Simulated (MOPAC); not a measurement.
A run for MOPAC: PM3 on BH5OSi (SMILES BO[SiH3]), a point of a bond scan (R = 3.988 Å).

```
PM3 1SCF PRECISE CHARGE=0 THREADS=1
BH5OSi

B     -0.35530603 1     0.16770934 1     1.74610802 1
H     -1.12197553 1     0.72282709 1     2.47443685 1
H      0.51570290 1    -0.54223566 1     2.16560005 1
O     -0.48933143 1     0.35730853 1     0.41765439 1
Si     0.33065961 1    -0.20123129 1    -0.91475675 1
H      1.76701328 1     2.95630013 1    -2.88167559 1
H     -0.62978211 1    -0.93425439 1    -1.76420217 1
H      1.43535929 1    -1.09433874 1    -0.49777027 1
```

Program output:

```
*******************************************************************************
 **                                                                           **
 **                              MOPAC v23.2.5                                **
 **                                                                           **
 *******************************************************************************
 ** MOPAC's Digital Object Identifier: https://doi.org/10.5281/zenodo.6511958 **
 **                                                                           **
 ** Please cite the open-source release paper for use of this MOPAC version:  **
 ** J. E. Moussa and J. J. P. Stewart (2026)                                  **
 ** MOPAC: An open-source semiempirical molecular orbital program             **
 ** J. Open Source Softw., 11(119), 8025, https://doi.org/10.21105/joss.08025 **
 *******************************************************************************

                              PM3 CALCULATION RESULTS

 *******************************************************************************
 *  PM3        - The PM3 Hamiltonian to be used
 *
 *
 *
 *                 CHARGE ON SYSTEM = 0
 *
 *
 *
 *  PRECISE    - TIGHTER CRITERIA TO BE USED
 *  1SCF       - DO 1 SCF AND THEN STOP
 *  THREADS=1  - MULTI-THREADING NOT USED
 *  T=         - A TIME OF 172800.0 SECONDS REQUESTED
 *  DUMP=N     - RESTART FILE WRITTEN EVERY 7200.0 SECONDS REQUESTED
 *******************************************************************************
PM3 1SCF PRECISE CHARGE=0 THREADS=1
 BH5OSi

   ATOM   CHEMICAL          X               Y               Z
  NUMBER   SYMBOL      (ANGSTROMS)     (ANGSTROMS)     (ANGSTROMS)

     1       B         -0.35530603  *   0.16770934  *   1.74610802  *
     2       H         -1.12197553  *   0.72282709  *   2.47443685  *
     3       H          0.51570290  *  -0.54223566  *   2.16560005  *
     4       O         -0.48933143  *   0.35730853  *   0.41765439  *
     5      Si          0.33065961  *  -0.20123129  *  -0.91475675  *
     6       H          1.76701328  *   2.95630013  *  -2.88167559  *
     7       H         -0.62978211  *  -0.93425439  *  -1.76420217  *
     8       H          1.43535929  *  -1.09433874  *  -0.49777027  *



          CARTESIAN COORDINATES

    NO.       ATOM           X           Y           Z

     1         B         -0.3553      0.1677      1.7461
     2         H         -1.1220      0.7228      2.4744
     3         H          0.5157     -0.5422      2.1656
     4         O         -0.4893      0.3573      0.4177
     5        Si          0.3307     -0.2012     -0.9148
     6         H          1.7670      2.9563     -2.8817
     7         H         -0.6298     -0.9343     -1.7642
     8         H          1.4354     -1.0943     -0.4978

  H: (PM3): J. J. P. STEWART, J. COMP. CHEM. 10, 209 (1989).
  B: (PM3): J. J. P. STEWART, J. MOL. MOD., 10, 155-164 (2004)
  O: (PM3): J. J. P. STEWART, J. COMP. CHEM. 10, 209 (1989).
 Si: (PM3): J. J. P. STEWART, J. COMP. CHEM. 10, 209 (1989).

           Empirical Formula: H5 O B Si  =     8 atoms



      MOLECULAR POINT GROUP   :   C1


      RHF CALCULATION, NO. OF DOUBLY OCCUPIED LEVELS = 9


 -------------------------------------------------------------------------------
 PM3 1SCF PRECISE CHARGE=0 THREADS=1
 BH5OSi



     1SCF WAS SPECIFIED, SO BFGS WAS NOT USED
     SCF FIELD WAS ACHIEVED


                              PM3 CALCULATION
                                                       MOPAC v23.2.5 Linux




          FINAL HEAT OF FORMATION =         67.88129 KCAL/MOL =     284.01533 KJ/MOL


          COSMO AREA              =        126.31 SQUARE ANGSTROMS
          COSMO VOLUME            =        106.42 CUBIC ANGSTROMS

          IONIZATION POTENTIAL    =          7.228764 EV
          HOMO LUMO ENERGIES (EV) =         -7.229 -3.042
          NO. OF FILLED LEVELS    =          9
          MOLECULAR WEIGHT        =         59.9344         POINT GROUP:  C1

          MOLECULAR DIMENSIONS (Angstroms)

            Atom       Atom       Distance
            H     6    H     2     6.48248
            H     2    H     7     3.32086
            H     6    H     8     2.17735


          SCF CALCULATIONS        =          1





   ATOM   CHEMICAL          X               Y               Z
  NUMBER   SYMBOL      (ANGSTROMS)     (ANGSTROMS)     (ANGSTROMS)

     1       B         -0.35530603  *   0.16770934  *   1.74610802  *
     2       H         -1.12197553  *   0.72282709  *   2.47443685  *
     3       H          0.51570290  *  -0.54223566  *   2.16560005  *
     4       O         -0.48933143  *   0.35730853  *   0.41765439  *
     5      Si          0.33065961  *  -0.20123129  *  -0.91475675  *
     6       H          1.76701328  *   2.95630013  *  -2.88167559  *
     7       H         -0.62978211  *  -0.93425439  *  -1.76420217  *
     8       H          1.43535929  *  -1.09433874  *  -0.49777027  *

                             CARTESIAN COORDINATES

   1    B       -0.355306030     0.167709340     1.746108020
   2    H       -1.121975530     0.722827090     2.474436850
   3    H        0.515702900    -0.542235660     2.165600050
   4    O       -0.489331430     0.357308530     0.417654390
   5   Si        0.330659610    -0.201231290    -0.914756750
   6    H        1.767013280     2.956300130    -2.881675590
   7    H       -0.629782110    -0.934254390    -1.764202170
   8    H        1.435359290    -1.094338740    -0.497770270


           Empirical Formula: H5 O B Si  =     8 atoms



      MOLECULAR POINT GROUP   :   C1


                  EIGENVALUES
 -38.07493 -22.16947 -17.73394 -15.65428 -15.01637 -13.86220 -11.52745 -10.78271
  -7.22876  -3.04191   0.59190   1.07772   1.54509   2.10172   4.08495   4.62095
   5.30182


              NET ATOMIC CHARGES AND DIPOLE CONTRIBUTIONS

  ATOM NO.   TYPE          CHARGE      No. of ELECS.   s-Pop       p-Pop
    1          B          -0.116516        3.1165     1.07333     2.04319
    2          H           0.065014        0.9350     0.93499
    3          H           0.006939        0.9931     0.99306
    4          O          -0.274890        6.2749     1.67815     4.59674
    5         Si           0.675477        3.3245     1.08397     2.24055
    6          H          -0.091777        1.0918     1.09178
    7          H          -0.129341        1.1293     1.12934
    8          H          -0.134908        1.1349     1.13491
 DIPOLE           X         Y         Z       TOTAL
 POINT-CHG.     0.267    -1.025    -0.963     1.431
 HYBRID        -0.435    -0.498     0.432     0.790
 SUM           -0.169    -1.522    -0.531     1.621


          ATOMIC ORBITAL ELECTRON POPULATIONS

     Atom    s        px        py        pz
    1  B   1.07333   0.73528   0.59182   0.71609
    2  H   0.93499
    3  H   0.99306
    4  O   1.67815   1.65723   1.62403   1.31548
    5 Si   1.08397   0.79272   0.74041   0.70742
    6  H   1.09178
    7  H   1.12934
    8  H   1.13491

 **********************
 *                    *
 * JOB ENDED NORMALLY *
 *                    *
 **********************




 == MOPAC DONE ==
```

The run finished.

Cost: very roughly 0.04 core-seconds.
